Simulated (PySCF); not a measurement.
Species: selenium hexafluoride, SeF6.
Cartesian coordinates in Å at the PBE0-D3(BJ)/def2-SVP level; atoms count from 1:
```xyz
7
SeF6 angstrom
F     -0.322   -1.533    0.663
Se     0.000    0.001   -0.004
F      0.956   -0.727   -1.212
F      1.374    0.145    0.995
F     -1.373   -0.143   -1.002
F      0.323    1.535   -0.671
F     -0.955    0.729    1.204
```

Computed, not measured: core-valence-separated Tamm–Dancoff BHandHLYP/aug-pcX-1 (def2-SVPD on Se) in PySCF, non-relativistic, gas phase, PBE0-D3(BJ)/def2-SVP geometry. Absolute energies from this functional tend to lie a few eV below measured edges; no shift was applied.

The lowest roots of each edge with f over 0.003 (five at most, numbered afresh; weaker and dark ones are left out), with transition dipoles (au) in the frame of the coordinates:

| root | edge | E (eV) | μx | μy | μz |
| --- | --- | --- | --- | --- | --- |
| 1 | F | 681.84 | -0.0394 | -0.0054 | -0.0299 |
| 2 | F | 681.84 | 0.0357 | 0.0022 | 0.0238 |
| 3 | F | 681.84 | 0.0225 | -0.0124 | -0.0312 |
| 4 | F | 681.84 | 0.0287 | -0.0261 | -0.0348 |
| 5 | F | 681.84 | -0.0124 | -0.0587 | 0.0258 |

Problem. What are the oscillator strengths?

Solution. f = (2/3) ΔE |μ|², with ΔE in hartree (27.2114 eV):

| root | ΔE (Eh) | \|μ\|² (au) | f | core hole on |
| --- | --- | --- | --- | --- |
| 1 | 25.0570 | 0.002476 | 0.041 | F1 (×6) |
| 2 | 25.0571 | 0.001846 | 0.031 | F1 (×6) |
| 3 | 25.0571 | 0.001633 | 0.027 | F1 (×6) |
| 4 | 25.0571 | 0.002716 | 0.045 | F1 (×6) |
| 5 | 25.0572 | 0.004265 | 0.071 | F1 (×6) |

Problem. Molecules are fixed in this frame and the field points along x. What effective strengths 3 f cos²θ do the roots have (θ between field and μ)?

Solution. root 1 (F1 (×6)): 0.078, root 2 (F1 (×6)): 0.064, root 3 (F1 (×6)): 0.025, root 4 (F1 (×6)): 0.041, root 5 (F1 (×6)): 0.008. Root 1 is the strongest. Averaged over all orientations cos²θ is 1/3, which gives f back. For degenerate partners only the sum has meaning, as the program may mix them freely.

 The BHandHLYP/aug-pcX-1 (def2-SVPD on Se) calculation is non-relativistic and has no spin–orbit coupling, an omission that weighs most on selenium.

Hardware: an x86-64 server with one thread, shared host. Cost: 24 s wall.
